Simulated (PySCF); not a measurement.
## From computed data to an observable: chemical shift, span and skew from a shielding tensor

B(OMe)3 (C₃H₉BO₃), SMILES COB(OC)OC. Atoms are numbered in the order given.

```xyz
16

B      0.0007    -0.0004    -0.0006
O      0.8409     0.9067     0.5680
C      0.7420     2.2685     0.2453
H     -0.2441     2.6807     0.5164
H      1.5172     2.8125     0.8040
H      0.8935     2.4441    -0.8326
O      0.1044    -1.3188     0.3209
C      1.0703    -1.7532     1.2412
H      0.9225    -1.2953     2.2333
H      0.9854    -2.8449     1.3406
H      2.0916    -1.5063     0.9073
O     -0.9442     0.4113    -0.8894
C     -1.8136    -0.5145    -1.4856
H     -2.3545    -1.1109    -0.7328
H     -2.5449     0.0396    -2.0916
H     -1.2717    -1.2154    -2.1424
```
Charge 0, spin multiplicity 1.

Coordinates come from a PBE0-D3(BJ)/def2-SVP optimisation. The isomer is the one that the SMILES or the coordinates give; other isomers of the formula were not compared. The values are those of a single conformer.

GIAO shieldings from PySCF with KT2/pcSseg-1, non-relativistic, no solvent. The symmetric part of the tensor of C3 has the principal values 103.9, 106.1, 181.0 ppm. The same nucleus in TMS has σ = 185.1 ppm at this level (PySCF, at its B3LYP-D3(BJ)/def2-TZVP geometry).

Problem. Work out the isotropic shielding, the ¹³C shift against TMS, the span and the skew.

Solution. 
σ(iso) = (σ11 + σ22 + σ33)/3 = 130.3 ppm. δ = σ(ref) − σ(iso) = 185.1 − (130.3) = 54.8 ppm.
Span Ω = σ33 − σ11 = 77.1 ppm. Skew κ = 3(σ(iso) − σ22)/Ω = 0.94. Tumbling in solution averages the tensor to δ; in a static solid the shielding alone would spread this spin-1/2 line over Ω.
